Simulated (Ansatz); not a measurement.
```yaml
crystal:
  periodic: [false, false, false]
  atoms:
    - {symbol: Cl, position_ang: [-0.543697, -3.009304, -0.469514]}
    - {symbol: In, position_ang: [-1.628987, -1.512845, 1.182398]}
    - {symbol: C, position_ang: [0.447045, 1.272598, -0.020961]}
    - {symbol: N, position_ang: [0.054936, 0.076245, -0.022133]}
    - {symbol: H, position_ang: [1.217600, 1.657994, -0.693494]}
    - {symbol: H, position_ang: [0.003901, 1.977150, 0.683554]}
    - {symbol: H, position_ang: [0.510403, -0.529737, -0.705650]}
basis:
  gaussian: {orbitals: ANO-RCC-VTZP, final_grid: {core_spheres: 20, valence_spheres: 16, degree: 47}, nuclear_model: gaussian}
hamiltonian: {xc: {name: PBE0-DH}}
output: {forces: true}
```

```sh
$ ansatz run in.yaml --threads 2 --pin off --events-out ev --progress --plain --max-ram 4352MiB
```

Shortened log:

```
Functional definition: PBE0-DH
1378 factors; integrals over basis functions are off by at most 9.2e-4 eV
mean field evaluation 1: about -175136.0913 eV, gradient 4.0e1 eV
mean field evaluation 2: about -175136.1984 eV, gradient 3.9e1 eV
mean field evaluation 4: about -175139.6260 eV, gradient 6.9e0 eV
mean field evaluation 8: about -175139.7283 eV, gradient 4.2e-1 eV
mean field evaluation 16: about -175139.7286 eV, gradient 1.6e-4 eV
mean field -175139.72857138 eV, -6436.2663110264 hartree, gradient 4.2e-6 eV, S^2 0.000000; 0 other end points of the search recorded, 0 dependent functions left out
25 core orbitals not correlated: weight in the atoms' cores, before any rotation towards them, 1.000 or more for the frozen orbitals, at most 0.000 for the correlated occupied ones
reference -175139.72861026 eV, -6436.2663124551 hartree; 16, 16 occupied and 163, 163 virtual orbitals, 1378 factors
second order -34.23849843 eV of doubles, -0.00000000 eV of singles
Total energy: -175144.00842256 eV, -6436.4235926563 hartree
Relativity: scalar
Atom 0 at    -0.543697    -3.009304    -0.469514 Å, force    -0.034312     0.055226     0.055086 eV/Å
Atom 1 at    -1.628987    -1.512845     1.182398 Å, force     0.090654     0.005483    -0.092546 eV/Å
Atom 2 at     0.447045     1.272598    -0.020961 Å, force     0.019676     0.041231    -0.007489 eV/Å
Atom 3 at     0.054936     0.076245    -0.022133 Å, force     0.062489    -0.063110    -0.085612 eV/Å
Atom 4 at     1.217600     1.657994    -0.693494 Å, force    -0.130327    -0.079053     0.110119 eV/Å
Atom 5 at     0.003901     1.977150     0.683554 Å, force     0.072009    -0.127157    -0.119292 eV/Å
Atom 6 at     0.510403    -0.529737    -0.705650 Å, force    -0.080190     0.167380     0.139734 eV/Å
Dipole moment:     0.202395     1.155462     0.188915 e Å
```

Run time 65 s (2 threads of an Arm Neoverse V1 on a shared host); peak host memory 0.84 GiB.
